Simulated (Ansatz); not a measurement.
H$_{3}$O$_{3}$Sn, SMILES `[OH][Sn]([OH])[OH]` radical. The species carries charge 0 and has multiplicity 2. Sn takes the def2 core potential. The geometry is a stationary point of PBE0-D4/def2-TZVP. It is one conformer, not always the lowest.

```xyz
7

O     0.166    1.731    0.522
Sn   -0.668   -0.045    0.328
O     0.631   -1.335    1.060
O    -0.736   -0.395   -1.612
H     0.754    1.781    1.282
H     0.667   -2.150    0.549
H    -0.814    0.413   -2.129
```

**Question.** What is the dipole moment at B3LYP/def2-TZVPP? (Best estimate.)

**Answer.** Ansatz gave: 1.08 D, with components (-0.97, -0.05, 0.48) D in this frame, pointing from negative to positive charge.

**Question.** And with PBE, r2SCAN, ωB97M-V? (Best estimate.)

**Answer.** The calculation gave: PBE 0.81 D, r2SCAN 0.94 D, ωB97M-V 1.20 D.

**Question.** Give the Mulliken charges with B3LYP, ωB97M-V, r2SCAN in def2-TZVPP. (Best estimate.)

**Answer.** The calculation gave: 
```tsv
atom	B3LYP	ωB97M-V	r2SCAN
O1	-0.53	-0.52	-0.54
Sn2	1.03	1.03	1.01
O3	-0.53	-0.52	-0.54
O4	-0.53	-0.52	-0.54
H5	0.18	0.18	0.20
H6	0.18	0.18	0.20
H7	0.18	0.18	0.20
```

B3LYP here is the variant with VWN-RPA as its local correlation; programs differ in this.
